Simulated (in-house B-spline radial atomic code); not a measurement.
Settings and results of a run for Rh XX (Rh19+). Level of theory: scalar-relativistic (X2C) HSE06, spin-polarised, spherical fractional occupations, Fermi nucleus of rms radius 4.4945 fm; calculated with an all-electron radial atomic-structure program (B-spline basis).

Command:
```bash
python run_scf.py task.json out
```
Settings (nuclear radius in fm, mass in u):
```
Z                45
configuration    [Ar] 3d8
hamiltonian      x2c
method           hse06
spin_polarised   True
nucleus          fermi
rms_radius       4.4945
atomic_mass      102.90549
speed_of_light   137.035999084
```

Output (hartree, bohr):
```
 radial grid: 60 intervals, B-splines of order 8, outer radius 3.5025 bohr

 iter        energy (Eh)    residual
    1       -4570.023544    2.70e+00
    2       -4610.594798    9.84e-01
    3       -4614.998767    3.37e-01
    4       -4615.554881    1.12e-01
    5       -4615.618560    3.83e-02
    6       -4615.626982    7.09e-04
    7       -4615.626984    1.23e-05
    8       -4615.626984    8.14e-07
    9       -4615.626984    2.10e-08

 total energy                     -4615.62698
 kinetic                            4818.4532
 electron-nucleus                 -10608.6584
 Hartree                            1294.9711
 exact exchange                      -29.1732
 exchange-correlation                -91.2197

 orbital      occ     eigenvalue          <r>       <r^2>       <1/r>       r_max
 1s up      1.000      -869.9427    0.0320939  0.00140211     48.8167     0.02055
 1s down    1.000      -869.9416    0.0320936  0.00140207      48.817     0.02055
 2s up      1.000      -144.9620      0.14114   0.0235382     11.0087      0.1196
 2s down    1.000      -144.7752     0.141021   0.0234972     11.0193      0.1195
 2p up      3.000      -132.1527     0.123232   0.0185524       10.37     0.09545
 2p down    3.000      -131.9968     0.123088   0.0185047     10.3798     0.09539
 3s up      1.000       -41.8568     0.378306    0.163368     3.91667      0.3456
 3s down    1.000       -41.6170      0.37903    0.163983     3.90449      0.3459
 3p up      3.000       -37.6037      0.37484    0.162605      3.6952      0.3374
 3p down    3.000       -37.3355     0.375813    0.163434      3.6816      0.3378
 3d up      5.000       -31.0081     0.347164    0.141923     3.47931      0.2812
 3d down    3.000       -30.5329      0.34905    0.143599     3.46425      0.2823
```

Time taken, with all properties: 0.79 s on 1 thread of Arm Neoverse V1, on a shared host.

Caution: exact exchange at fractional occupations of open shells leaves self-interaction of up to several eV.

One-electron X2C: radii and densities carry no picture-change correction, so inner-shell <1/r> comes out high (for 1s by about 2 % at Z = 33, 5 % at 54, 10 % at 75, 30 % at 118) and <r> low.
